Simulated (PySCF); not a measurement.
**From computed data to an observable: chemical shift, span and skew from a shielding tensor**

FGeH5OSi, SMILES [O]([GeH3])[SiH2]F. Atoms are numbered in the order given.

```xyz
9

Si     1.7295     0.3965    -0.3062
F      1.8468     1.0645     1.1697
O      0.1513     0.2504    -0.7153
Ge    -1.3057    -0.4839     0.0127
H      2.3929    -0.9330    -0.2161
H      2.3883     1.3037    -1.2772
H     -1.9579     0.5663     0.9233
H     -2.2113    -0.8589    -1.1669
H     -0.8725    -1.7268     0.8117
```

Geometry optimised at PBE0-D3(BJ)/def2-SVP. This is a generated structure with no PubChem entry under its InChIKey; it may be hypothetical. One conformer was computed; it need not be the lowest.

GIAO shieldings from PBE/pcSseg-1 in PySCF, non-relativistic, no solvent. The symmetric part of the tensor of Si1 has the principal values 339.2, 355.2, 375.7 ppm. The same nucleus in TMS has σ = 335.4 ppm at this level (PySCF, at its B3LYP-D3(BJ)/def2-TZVP geometry).

Question: Work out the isotropic shielding, the ²⁹Si shift against TMS, the span and the skew.

Answer: 
σ(iso) = (σ11 + σ22 + σ33)/3 = 356.7 ppm. δ = σ(ref) − σ(iso) = 335.4 − (356.7) = -21.3 ppm.
Span Ω = σ33 − σ11 = 36.5 ppm. Skew κ = 3(σ(iso) − σ22)/Ω = 0.12. Tumbling in solution averages the tensor to δ; in a static solid the shielding alone would spread this spin-1/2 line over Ω.
